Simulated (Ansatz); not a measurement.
The cluster LiNbO₃. Total charge 0; singlet. Geometry B3LYP-D4/def2-TZVP.

```tsv
atom	x (Å)	y (Å)	z (Å)
Li1	0.036	1.043	-1.883
Nb2	-0.668	0.100	0.637
O3	0.876	-0.915	0.452
O4	-0.078	1.561	-0.238
O5	-0.166	-1.788	1.032
```

In the def2 sets Nb takes a core potential; there is no spin–orbit coupling. The structure holds one bond between oxygen atoms, so isomers without such links may lie far lower. The restricted singlet is unstable towards broken spin symmetry in Hartree–Fock (as tested in another run); at PBE-D4/def2-TZVP, BLYP-D4/def2-TZVP, r2SCAN-D4/def2-TZVP, PBE0-D4/def2-TZVP and others this wasn't settled. No other spin state of charge 0 was run. Another isomer (triplet) lies 1.05 eV lower at PBE0-D4/def2-TZVP; other spin states weren't run for this one.

Estimate the orbital energies around the gap (eV) in Ansatz with PBE-D4/def2-TZVP, BLYP-D4/def2-TZVP, r2SCAN-D4/def2-TZVP, PBE0-D4/def2-TZVP, r2SCAN0-D4/def2-TZVP.


| orbital | PBE-D4/def2-TZVP | BLYP-D4/def2-TZVP | r2SCAN-D4/def2-TZVP | PBE0-D4/def2-TZVP | r2SCAN0-D4/def2-TZVP |
| --- | --- | --- | --- | --- | --- |
| HOMO−5 | -8.76 | -8.62 | -9.01 | -10.34 | -10.54 |
| HOMO−4 | -8.15 | -8.01 | -8.35 | -9.57 | -9.73 |
| HOMO−3 | -7.87 | -7.73 | -8.04 | -9.19 | -9.34 |
| HOMO−2 | -6.47 | -6.38 | -6.64 | -7.82 | -7.96 |
| HOMO−1 | -5.68 | -5.59 | -5.80 | -6.95 | -7.08 |
| HOMO | -3.86 | -3.79 | -3.97 | -4.77 | -4.88 |
| LUMO | -3.08 | -3.01 | -2.88 | -2.08 | -1.97 |
| LUMO+1 | -2.73 | -2.71 | -2.50 | -1.95 | -1.85 |
| LUMO+2 | -1.91 | -1.95 | -1.43 | -1.31 | -0.94 |
| LUMO+3 | -1.74 | -1.63 | -1.33 | -0.59 | -0.40 |
| LUMO+4 | -1.26 | -1.22 | -0.94 | -0.35 | -0.15 |
| LUMO+5 | -0.99 | -0.92 | -0.45 | 0.16 | 0.45 |
